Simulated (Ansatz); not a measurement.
`BOCF` and `CNBOCF` differ in one atom or group.

Ansatz, PBE0-D4/def2-TZVP geometries, multiplicity 1. Each molecule was computed in one conformer, which needn't be the lowest.

```json
{"property": "size of the dipole moment (B3LYP/def2-TZVPP) / D", "`BOCF`": "1.72"}
{"property": "HOMO–LUMO gap (ωB97M-V/def2-TZVPP) / eV", "`BOCF`": "12.57"}
{"property": "HOMO energy (ωB97M-V/def2-TZVPP) / eV", "`BOCF`": "-11.46"}
{"property": "HOMO–LUMO gap (B3LYP/def2-TZVPP) / eV", "`BOCF`": "7.84"}
{"property": "HOMO–LUMO gap (PBE/def2-TZVPP) / eV", "`BOCF`": "5.74"}
{"property": "size of the dipole moment (ωB97M-V/def2-TZVPP) / D", "`BOCF`": "1.72"}
```

**Question.** What does the change do to each property? (An estimate is asked.)

**Answer.** The calculation gave: 
```tsv
property	`CNBOCF`	shift
size of the dipole moment (B3LYP/def2-TZVPP) / D	1.94	0.22
HOMO–LUMO gap (ωB97M-V/def2-TZVPP) / eV	12.20	-0.37
HOMO energy (ωB97M-V/def2-TZVPP) / eV	-9.87	1.59
HOMO–LUMO gap (B3LYP/def2-TZVPP) / eV	7.79	-0.05
HOMO–LUMO gap (PBE/def2-TZVPP) / eV	6.01	0.27
size of the dipole moment (ωB97M-V/def2-TZVPP) / D	1.93	0.21
```

Dipoles are sizes alone; their direction can turn.

B3LYP here is the variant with VWN-RPA as its local correlation; programs differ in this.
